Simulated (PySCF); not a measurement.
Isomers of C6H12ClFO. Level of theory: PBE0-D3(BJ)/def2-SVP geometry optimisation, gas phase in PySCF. One conformer each; no zero-point energy, no entropy. No frequencies were run at this level. Point groups hold within 0.08 Å.

Task: Rank from lowest to highest electronic energy at this level (kcal/mol).
A. `[CH3:1][C@@H:2]([F:3])[CH2:4][CH2:5][C@@H:6]([Cl:7])[CH2:8][OH:9]` with C1–C2–C4–C5 -178°, C2–C4–C5–C6 177°, C4–C5–C6–Cl7 62°, C5–C6–C8–O9 179°, C6–C8–O9–H 54°
B. `[CH3:1][C@@H:2]([F:3])[CH2:4][CH2:5][C@H:6]([Cl:7])[CH2:8][OH:9]` with C1–C2–C4–C5 -171°, C2–C4–C5–C6 -53°, C4–C5–C6–Cl7 -54°, C5–C6–C8–O9 -178°, C6–C8–O9–H -54°
C. `[CH3:1][C:2]([CH3:3])([CH2:4][F:5])[O:6][CH2:7][CH2:8][Cl:9]` with C1–C2–C4–F5 164°, C1–C2–O6–C7 177°, C2–O6–C7–C8 -146°, O6–C7–C8–Cl9 67°
D. `[CH3:1][CH2:2][C@@H:3]([CH2:4][O:5][CH3:6])[C@@H:7]([F:8])[Cl:9]` with C1–C2–C3–C4 68°, C2–C3–C4–O5 -177°, C3–C4–O5–C6 179°, C2–C3–C7–F8 -55°

Result: B (0.0), A (0.5), C (12.2), D (12.9).

As drawn, the lowest has an O–H bond, which the highest lacks. Neighbours under 2.5 kcal/mol apart (C[C@@H](F)CC[C@H](Cl)CO and C[C@@H](F)CC[C@@H](Cl)CO; CC(C)(CF)OCCCl and CC[C@@H](COC)[C@@H](F)Cl) can change places with a better method, another conformer or zero-point energy. C[C@@H](F)CC[C@H](Cl)CO and C[C@@H](F)CC[C@@H](Cl)CO are stereoisomers, 0.5 kcal/mol apart in the conformers taken.

```json
{"SMILES": "C[C@@H](F)CC[C@H](Cl)CO", "E (Eh)": "-870.09727", "E rel (kcal/mol)": "0.0", "dipole (D)": "2.24", "point group": "C1", "A, B, C (MHz)": "2295, 685.7, 612.4"}
{"SMILES": "C[C@@H](F)CC[C@@H](Cl)CO", "E (Eh)": "-870.09653", "E rel (kcal/mol)": "0.5", "dipole (D)": "1.90", "point group": "C1", "A, B, C (MHz)": "2706, 549.7, 473.1"}
{"SMILES": "CC(C)(CF)OCCCl", "E (Eh)": "-870.07788", "E rel (kcal/mol)": "12.2", "dipole (D)": "1.85", "point group": "C1", "A, B, C (MHz)": "1961, 818.6, 765.1"}
{"SMILES": "CC[C@@H](COC)[C@@H](F)Cl", "E (Eh)": "-870.07668", "E rel (kcal/mol)": "12.9", "dipole (D)": "2.88", "point group": "C1", "A, B, C (MHz)": "1485, 888.0, 656.8"}
```

Task: How do the relative energies change in single points at B3LYP/pcSseg-1 (no added dispersion term) on the same geometries?

Result: 
| SMILES | PBE0-D3(BJ)/def2-SVP (kcal/mol) | B3LYP/pcSseg-1 (kcal/mol) | shift |
| --- | --- | --- | --- |
| C[C@@H](F)CC[C@H](Cl)CO | 0.0 | 0.7 | +0.7 |
| C[C@@H](F)CC[C@@H](Cl)CO | 0.5 | 0.0 | -0.5 |
| CC(C)(CF)OCCCl | 12.2 | 10.7 | -1.5 |
| CC[C@@H](COC)[C@@H](F)Cl | 12.9 | 12.1 | -0.8 |

Each column counts from its own lowest isomer. C[C@@H](F)CC[C@@H](Cl)CO becomes the lowest; the largest shift is 1.5 kcal/mol.
